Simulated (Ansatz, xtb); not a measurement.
Relative energy of two structures of Cl2H3OScSi

Structure X is a triplet given by its coordinates and structure Y is a triplet given by its coordinates. Both are isolated molecules in the gas phase, relaxed with PBE0-D4/def2-SVP.

X (Å):

```xyz
8

Cl   -1.7273   -0.7637   -1.5553
Cl    0.3252    3.2096   -2.9108
O     0.0872    0.2228   -0.2033
Sc   -0.3754    1.2711   -1.8689
Si    0.2336   -0.8243    1.1078
H    -1.0314   -0.8658    1.8908
H     0.6203   -2.1870    0.6511
H     1.3294   -0.2287    1.9318
```

Close contacts (Å): Cl1–Sc4 2.46, Cl2–Sc4 2.31, O3–Sc4 2.02, O3–Si5 1.68, Si5–H6 1.49, Si5–H7 1.49, Si5–H8 1.49.

Y (Å):

| atom | x (Å) | y (Å) | z (Å) |
| --- | --- | --- | --- |
| Cl | 1.1887 | -1.6292 | -1.6725 |
| Cl | -0.4761 | 1.9797 | -1.4909 |
| O | -1.4420 | -0.7432 | -0.0904 |
| Sc | 0.4980 | 0.1868 | -0.4455 |
| Si | 1.7719 | 0.5347 | 1.7764 |
| H | -2.1650 | -0.2081 | -0.4488 |
| H | -1.4877 | -1.6101 | -0.5201 |
| H | 2.1123 | 1.4895 | 2.8918 |

Close contacts (Å): Cl1–Sc4 2.30, Cl2–Sc4 2.29, O3–Sc4 2.18, Sc4–Si5 2.58, O3–H6 0.97, O3–H7 0.97, Sc4–H6 2.69, Sc4–H7 2.68, Si5–H8 1.51.

Problem. Estimate E(Y) − E(X) at the level CCSD(T)/def2-SVP + ΔMP2/def2-TZVPP.

Solution. Calculated at CCSD(T)/def2-SVP + ΔMP2/def2-TZVPP: E(Y) − E(X) = −16.6 kcal/mol, so structure Y lies lower.

The same difference at several levels:

| level | geometry | E(Y) − E(X) (kcal/mol) | departure from the last row (kcal/mol) | job, with rough time for the two |
| --- | --- | --- | --- | --- |
| PBE0-D4/def2-SVP | PBE0-D4/def2-SVP | −12.0 | +4.6 | optimisation, 3.6 min |
| HF/def2-SVP | PBE0-D4/def2-SVP | −5.9 | +10.6 | part of the CCSD(T) run |
| MP2/def2-SVP | PBE0-D4/def2-SVP | −32.6 | −16.0 | part of the CCSD(T) run |
| CCSD(T)/def2-SVP | PBE0-D4/def2-SVP | −19.1 | −2.5 | single point |
| CCSD(T)/def2-SVP + ΔMP2/def2-TZVPP | PBE0-D4/def2-SVP | −16.6 |  | single point, 2.7 min |

The levels shown agree on the order. The largest departure from CCSD(T)/def2-SVP + ΔMP2/def2-TZVPP is that of MP2/def2-SVP, 16.0 kcal/mol. A small imaginary or near-zero mode remains, so no thermal terms are given. At CCSD(T)/def2-SVP + ΔMP2/def2-TZVPP a singlet with the links of X lies below this triplet. Levels run at GFN2-xTB geometries aren't shown. The last row adds to CCSD(T) the change of the MP2 difference between the two basis sets, here +2.5 kcal/mol. The triplet state of Y needn't be its ground state.

The T1 diagnostic of structure X is large, so the coupled-cluster value is less sure. Open shells are spin-unrestricted. The correlated steps freeze 21 core orbitals. Codes used: Ansatz 0.2.0, xtb 6.7.1; the last row on 2 threads of Intel(R) Xeon(R) 6975P-C (Granite Rapids) on a shared host.
